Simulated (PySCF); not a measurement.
CH6O2Si2, SMILES O[Si@H]1OC[SiH2]1.

The structure is a stationary point at PBE-D3(BJ)/def2-SVP. The structure was generated by enumeration; whether it is a known compound was not checked. One conformer was computed; it need not be the lowest.

Computed with PBE-D3(BJ)/def2-SVP run with PySCF.

Frequencies are harmonic and unscaled.

Computed normal modes with their intensities:
```
mode  ν (cm⁻¹)  IR (km/mol)  moving atoms (share of kinetic energy)
----  --------  -----------  --------------------------------------
1           77          1.9                  O 41 %, H 33 %, C 24 %
2          142          7.1                 O 36 %, H 35 %, Si 28 %
3          241         25.0                 O 42 %, H 35 %, Si 20 %
4          339         63.2                 H 54 %, O 26 %, Si 21 %
5          386         53.0                 H 47 %, O 26 %, Si 20 %
6          423          1.8          Si 68 %, H 12 %, O 12 %, C 8 %
7          431         13.1                  H 56 %, Si 32 %, O 9 %
8          520          7.5                          H 88 %, Si 8 %
9          615         21.2                 H 56 %, C 31 %, Si 12 %
10         675         74.0                 H 49 %, C 27 %, Si 20 %
11         696         25.7                  H 53 %, O 35 %, Si 9 %
12         776         54.8                          H 82 %, O 14 %
13         779        126.2                 H 40 %, O 30 %, Si 28 %
14         802          9.4                          H 73 %, C 21 %
15         877        306.5                 H 68 %, Si 18 %, O 14 %
16         893         16.0                 H 67 %, O 20 %, Si 13 %
17         906         91.7                 H 56 %, Si 26 %, O 17 %
18         979        103.9                          C 48 %, O 47 %
19        1161          0.1                                  H 91 %
20        1203          5.7                          H 75 %, C 18 %
21        1412          0.8                                  H 94 %
22        2137         93.6                                  H 98 %
23        2155         82.1                                  H 96 %
24        2189        152.7                                  H 97 %
25        2958         41.5                                  H 95 %
26        3011         16.1                          H 90 %, C 10 %
27        3755         74.7                                  H 94 %
```
